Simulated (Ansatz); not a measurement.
`S=C[SiH2][SeH]` → C• + 4 H• + S• + Se• + Si•  (atomization)

Program: Ansatz. Geometries: PBE0-D4/def2-TZVP. ΔE: electronic, gas phase. CCSD(T)/CBS is the MP2 limit (def2-TZVPP, def2-QZVPP) plus CCSD(T) − MP2 in def2-TZVPP, frozen cores. This one scheme is used for every species, atoms too. DFT in def2-TZVPP. B3LYP here is the variant with VWN-RPA as its local correlation; programs differ in this. No spin–orbit coupling; open shells (•) take unrestricted orbitals. Spin–orbit coupling would lower the free atoms: a little for C, S, Si; clearly for Se. Bonds to Se are less sure, by a few kJ/mol each and by 10 to 20 or more in all where they break to atoms, as the def2 sets lack core-valence functions. Scalar relativity is left out up to krypton. One conformer a species, not always the lowest.

`S=C[SiH2][SeH]`:

Cartesian coordinates in Å:
```
S -0.358 2.523 -0.965
C -0.271 0.914 -0.947
Si -0.297 -0.089 0.639
Se 1.666 -1.231 0.874
H -0.175 0.376 -1.896
H -1.427 -1.054 0.588
H -0.399 0.828 1.793
H 1.262 -2.267 -0.086
```

| level | ΔE (kJ/mol) | difference from CCSD(T)/CBS |
| --- | --- | --- |
| PBE-D4 | 2554.3 | 32.8 |
| r2SCAN-D4 | 2521.1 | -0.4 |
| B3LYP-D4 | 2502.5 | -19.0 |
| ωB97X-V | 2522.8 | 1.3 |
| ωB97M-V | 2512.6 | -8.9 |
| PBE | 2532.4 | 10.9 |
| PBE0 | 2487.8 | -33.7 |
| B3LYP | 2466.8 | -54.7 |
| HF/def2-TZVPP | 1750.8 | -770.7 |
| SCS-MP2/def2-TZVPP | 2459.2 | -62.3 |
| CCSD/def2-TZVPP | 2385.6 | -135.9 |
| CCSD(T)/def2-TZVPP | 2437.8 | -83.7 |
| HF/def2-QZVPP | 1753.8 | -767.7 |
| SCS-MP2/def2-QZVPP | 2513.4 | -8.1 |
| HF/CBS(def2) | 1754.3 | -767.2 |
| MP2/CBS(def2) | 2549.5 | 28.0 |
| CCSD(T)/CBS | 2521.5 | 0 |

Largest T1 diagnostic among the species: 0.013.

In def2-TZVPP, CCSD(T) changes the Hartree–Fock value by +686.9 kJ/mol (the triples alone add +52.2 kJ/mol) and MP2 by +715.0 kJ/mol; breaking electron pairs costs correlation energy, which Hartree–Fock lacks. The D4 term adds +35.8 kJ/mol with B3LYP and +18.7 kJ/mol with PBE0; it sums over pairs of atoms, weighted by their polarisabilities, and B3LYP, whose exchange is more repulsive, gets the larger term.

For atomizations the MP2-based limit and the directly extrapolated one differ by several kJ/mol either way, and by 10 to 25 for some Ge, Se and Sn compounds, so smaller differences from it don't rank the levels.
